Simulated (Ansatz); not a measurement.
CH3BIN, relaxed with RKS PBE-D4/def2-SVP in Ansatz 0.2.0 from a rough embedded geometry. The force threshold is 0.03 eV/Å; the program also tests the step.

Total charge 0; spin multiplicity 1. I takes the def2 core potential. The bonds changed during the relaxation, so this is another structure than the one it started from.

Start:

```xyz
7

B    -0.295    1.046    0.385
C     0.060   -0.350   -0.049
N     0.802   -0.496   -1.047
I    -0.687   -2.033    0.922
H    -1.026    1.218    1.377
H     0.074    2.052   -0.149
H     1.072   -1.437   -1.440
```

```tsv
step	energy (eV)	largest force (eV/Å)	largest move (Å)
1	-11344.2405	2.161	0.000
2	-11344.5486	0.895	0.161
3	-11344.5776	0.433	0.061
4	-11344.5841	0.449	0.064
5	-11344.5967	0.263	0.028
6	-11344.5985	0.122	0.018
7	-11344.5994	0.126	0.017
8	-11344.6024	0.105	0.065
9	-11344.6214	0.502	0.200
10	-11344.6252	0.847	0.199
11	-11344.7186	0.414	0.188
12	-11344.8259	0.812	0.195
13	-11344.9600	0.818	0.198
14	-11345.1549	1.373	0.195
15	-11345.3562	1.601	0.194
16	-11345.5052	1.062	0.193
17	-11345.5707	1.430	0.151
18	-11345.5765	0.890	0.168
19	-11345.7158	0.641	0.162
20	-11345.7522	0.530	0.200
21	-11345.7615	0.160	0.072
22	-11345.7624	0.198	0.072
23	-11345.7638	0.046	0.025
24	-11345.7640	0.029	0.013
```

End:

```xyz
7

B    -0.537    0.638    0.508
C     0.484   -0.136   -0.339
N     1.268   -0.725   -0.989
I    -2.033   -0.997    1.004
H     0.009    1.049    1.523
H    -1.058    1.506   -0.180
H     1.868   -1.335   -1.525
```

It took 35 s on 2 threads of an Arm Neoverse V2 on a shared host, with 0.14 GiB of host memory at the peak.
